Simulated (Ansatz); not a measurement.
Ansatz (an electronic-structure program) input:

Ansatz 0.2 input:
```yaml
crystal:
  periodic: [false, false, false]
  atoms:
    - {symbol: C, position_ang: [2.48900566, -0.45651242, -0.43119178]}
    - {symbol: C, position_ang: [1.56055818, -0.30381862, 0.75322182]}
    - {symbol: C, position_ang: [0.27686225, -0.06345365, 0.68936152]}
    - {symbol: C, position_ang: [-0.80659468, 0.15520372, -0.28291522]}
    - {symbol: C, position_ang: [-1.41873462, 1.55547360, -0.13536139]}
    - {symbol: C, position_ang: [-1.88287635, -0.93469919, -0.17816510]}
    - {symbol: H, position_ang: [1.95947863, -0.34156385, -1.37658166]}
    - {symbol: H, position_ang: [3.28736959, 0.28932043, -0.39334320]}
    - {symbol: H, position_ang: [2.96492195, -1.44064757, -0.42307971]}
    - {symbol: H, position_ang: [2.02924983, -0.40798632, 1.73108604]}
    - {symbol: H, position_ang: [-0.36060379, 0.08937279, -1.28919728]}
    - {symbol: H, position_ang: [-2.18877892, 1.71600346, -0.89253875]}
    - {symbol: H, position_ang: [-1.87772269, 1.66899859, 0.84850994]}
    - {symbol: H, position_ang: [-0.65878391, 2.32958581, -0.24506876]}
    - {symbol: H, position_ang: [-2.65435649, -0.78187269, -0.93547487]}
    - {symbol: H, position_ang: [-1.45206622, -1.92646328, -0.31822620]}
    - {symbol: H, position_ang: [-2.35803068, -0.90790797, 0.80421536]}
basis:
  gaussian:
    orbitals: STO-3G
hamiltonian:
  xc: {name: PBE0}
magnetization: {spin_polarized: true, initial_magnetization: 1}
```

### Question
Predict the final energy.

### Answer
-232.07194 Eh (PBE0/STO-3G). The basis has 41 functions.

It need not be the lowest isomer of its formula.
